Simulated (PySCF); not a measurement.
Coordinates in bohr (charge 1 multiplicity 2):
```
Sn    0.0000    0.0000    0.0000
Cl    0.0000    0.0000    4.4079
Cl    0.0000    0.0000   -4.4079
```

Level of theory: UPBE0/[Sn def2-TZVP with ECP28, Cl def2-TZVP], scalar-relativistic core potentials, density fitting, no spin–orbit coupling, PySCF.

This geometry of [SnCl2]+ is a stationary point at this level.

Problem. What is the point group?

Solution. D∞h.

Problem. Is it a minimum?

Solution. No: it has 2 imaginary modes (one degenerate set), at 108i cm⁻¹ (πu).

Problem. List the harmonic modes with their infrared intensities.

Solution. 
| symmetry | ω (cm⁻¹) | IR (km/mol, summed over degenerate members) |
| --- | --- | --- |
| πu | 108i | – |
| σg+ | 318 | 0.0 |
| σu+ | 332 | 47.4 |

Problem. What are the dipole moment and the gap between the highest occupied and lowest empty levels of either spin?

Solution. 0.00 D about the centre of mass and 2.61 eV.

Problem. Give the atomic charges and bond orders.

Solution. 
| atom | Mulliken | Löwdin | polar tensor | spin (Mulliken) | Mayer order to Sn1 |
| --- | --- | --- | --- | --- | --- |
| Sn1 | 1.13 | 0.53 | 1.25 | 0.27 | – |
| Cl2,3 | -0.06 | 0.23 | -0.13 | 0.36 | 1.19 |

In D∞h the vibrations span πu + σg+ + σu+. The σg+ mode carries no infrared intensity, as symmetry demands. With a centre of inversion only u modes can be infrared active and only g modes Raman active.

Other isomers or separated fragments may lie lower. At this level a doublet minimum of C2v symmetry lies 47 kJ/mol below this structure. Spin–orbit coupling, left out here, can matter for elements this heavy.
